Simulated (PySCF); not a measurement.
Compound: C₁₀H₈OS.
Numbering: `[SH:1][c:2]1[cH:3][cH:4][cH:5][cH:6][c:7]1-[c:8]1[cH:9][cH:10][cH:11][o:12]1` (hydrogens: H13 on S1; H14 on C3; H15 on C4; H16 on C5; H17 on C6; H18 on C9; H19 on C10; H20 on C11)

Theory: PBE0-D3(BJ)/def2-SVP geometry optimisation, gas phase (PySCF 2.14.0).

Q: Give the optimised bond lengths and angles.

A: 
```csv
bond,length (Å)
S1–C2,1.771
C2–C3,1.400
C3–C4,1.390
C4–C5,1.394
C5–C6,1.388
C6–C7,1.407
C7–C8,1.461
C8–C9,1.376
C9–C10,1.426
C10–C11,1.363
C11–O12,1.345
C2–C7,1.414
C8–O12,1.358
S1–H13,1.351
C3–H14,1.092
C4–H15,1.092
C5–H16,1.092
C6–H17,1.091
C9–H18,1.086
C10–H19,1.088
C11–H20,1.087
```

A selection of angles:
```csv
angle,degrees
S1–C2–C3,115.7
S1–C2–C7,124.7
C3–C2–C7,119.6
C2–C3–C4,121.2
C3–C4–C5,119.6
C4–C5–C6,119.6
C5–C6–C7,121.8
C6–C7–C8,117.9
C2–C7–C6,118.1
C2–C7–C8,124.0
C7–C8–C9,135.1
C7–C8–O12,115.9
C9–C8–O12,108.8
C8–C9–C10,106.6
C9–C10–C11,105.9
C10–C11–O12,110.3
C8–O12–C11,108.4
H13–S1–C2,96.8
```

Dihedral angles: C6–C7–C8–C9 -150°; H13–S1–C2–C3 -149° (anticlinal). The mirror-image conformer, all signs reversed, is as good.

The 6-membered ring C2–C3–C4–C5–C6–C7 has internal angles of 118.1° to 121.8° (sum 720°, against 720° for a flat polygon); it is planar, 0.01 Å rms from its mean plane, widest ring torsion 2°. The 5-membered ring C8–C9–C10–C11–O12 has internal angles of 105.9° to 110.3° (sum 540°, against 540° for a flat polygon); it is planar, 0.00 Å rms from its mean plane, widest ring torsion 0°. S1 (thiol sulfur) is bent (angle 96.8°). O12 (furan-type oxygen) is bent (angle 108.4°). Of the pairs four or more bonds apart, O12···H17 is among the closest relative to their van der Waals radii: 2.39 Å, 88 % of the sum of Bondi's values. The C–C distances run from 1.363 Å (C10–C11, aromatic) to 1.461 Å (C7–C8, drawn single), a spread of 0.098 Å.

Point group: C1 (no symmetry element, even within 0.4 Å). Whether it is a minimum is left open (no frequencies). The numbers are those of one conformer (H–S1–C2–C3 -149°, C6–C7–C8–C9 -150°).
